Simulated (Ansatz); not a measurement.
Job for Ansatz (an electronic-structure program): R-RI-MP2/aug-cc-pV(T+d)Z on H4N2OSi (a complex), monomers drawn apart or pushed together. Files ending in .json are basis or fitting sets from the Basis Set Exchange.

Ansatz 0.2 input:
```yaml
crystal:
  periodic: [false, false, false]
  atoms:
    - {symbol: N, position_ang: [0.15313107, -0.64639390, -1.14563864]}
    - {symbol: N, position_ang: [0.36035999, -0.46325078, -0.09117521]}
    - {symbol: O, position_ang: [0.86010441, 0.13709047, 3.34391627]}
    - {symbol: Si, position_ang: [-0.53386075, 0.25093152, 4.21833163]}
    - {symbol: H, position_ang: [0.79287353, -0.02794409, 2.39940508]}
    - {symbol: H, position_ang: [-1.39402124, 1.36309655, 3.74060618]}
    - {symbol: H, position_ang: [-0.12421669, 0.50248050, 5.61415350]}
    - {symbol: H, position_ang: [-1.33116403, -0.99979340, 4.14823494]}
basis:
  gaussian:
    orbitals: aug-cc-pV_T+d_Z.json
    fitting: {mean_field: def2-universal-JKFIT, correlation: aug-cc-pVTZ-RIFIT.json}
magnetization: {spin_polarized: false}
correlation: {method: mp2, electrons: outside_noble_gas}
scf: {lower_state_search: off}
```

Program output:

```
Functional definition: HF
[...]
these checks for a lower state are left out or cut short: stability, starts, cluster_reference, orbital_swaps, neighbouring_geometries, increment
integrals: 0.30 GiB planned
431 factors; integrals over basis functions are off by at most 1.1e0 eV
mean field: 0.50 GiB planned
mean field evaluation 1: about -12928.0509 eV, gradient 3.8e1 eV
mean field evaluation 2: about -12929.9165 eV, gradient 2.4e1 eV
mean field evaluation 4: about -12930.8640 eV, gradient 5.5e-1 eV
mean field evaluation 8: about -12930.8651 eV, gradient 2.8e-6 eV
mean field -12930.86511689 eV, -475.2005281904 hartree, gradient 2.8e-6 eV, S^2 0.000000; 0 other end points of the search recorded, 0 dependent functions left out
8 core orbitals not correlated
649 factors; their error is unknown
reference -12930.86511689 eV, -475.2005281904 hartree; 12, 12 occupied and 265, 265 virtual orbitals, 649 factors
second order -20.79569129 eV of doubles, -0.00000000 eV of singles
Total energy: -12951.66080817 eV, -475.9647557494 hartree
Checks for a lower state left out: stability, starts, cluster_reference, orbital_swaps, neighbouring_geometries, increment
```

The calculation finished and met its thresholds.

Cost: about 2.8 core-seconds (a rough figure).
